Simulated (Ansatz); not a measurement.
Al5O9H3, 17 atoms. Hardware: 4 threads of Arm Neoverse V1 on a shared host.

Correlated methods freeze 34 core orbitals.

Q: How many basis functions does each of these Ansatz runs have, and roughly what does it cost? PBE-D4/def2-TZVP, charge 0 singlet, energy and forces, from earlier orbitals; B97M-V/def2-TZVP, charge 0 singlet, energy, from earlier orbitals; PBE-D4/def2-SVP, charge 0 singlet, energy, from earlier orbitals; r2SCAN-D4/def2-SVP, charge 0 singlet, relaxation, 24 steps; PBE0-D4/def2-SVP, charge 0 singlet, energy, from earlier orbitals; PBE0-D4/def2-TZVP, charge 0 singlet, energy, from earlier orbitals; r2SCAN-D4/def2-TZVP, charge 0 singlet, energy, from earlier orbitals; MP2/def2-SVP, charge 0 singlet, energy, from earlier orbitals; HF/STO-3G, charge 0 singlet, energy.

A: Other jobs shared the machine, so times can vary by a factor of up to 3. A dash marks memory too small to be measured apart from the calling script's.

```
                                                                         run  functions  fitting or Cholesky vectors  wall time  peak host memory (GiB)
                                         HF/STO-3G, charge 0 singlet, energy         93                         1217        2 s                       –
            PBE-D4/def2-SVP, charge 0 singlet, energy, from earlier orbitals        231                         2426        7 s                       –
           PBE0-D4/def2-SVP, charge 0 singlet, energy, from earlier orbitals        231                         2087       13 s                    0.88
PBE-D4/def2-TZVP, charge 0 singlet, energy and forces, from earlier orbitals        482                         2786       23 s                     1.6
               MP2/def2-SVP, charge 0 singlet, energy, from earlier orbitals        231                         2087       36 s                     1.2
        r2SCAN-D4/def2-TZVP, charge 0 singlet, energy, from earlier orbitals        482                         2786       44 s                     1.7
           B97M-V/def2-TZVP, charge 0 singlet, energy, from earlier orbitals        482                         2786       66 s                     1.9
          PBE0-D4/def2-TZVP, charge 0 singlet, energy, from earlier orbitals        482                         2886       67 s                     3.3
                  r2SCAN-D4/def2-SVP, charge 0 singlet, relaxation, 24 steps        231                         2426    4.2 min                       –
```
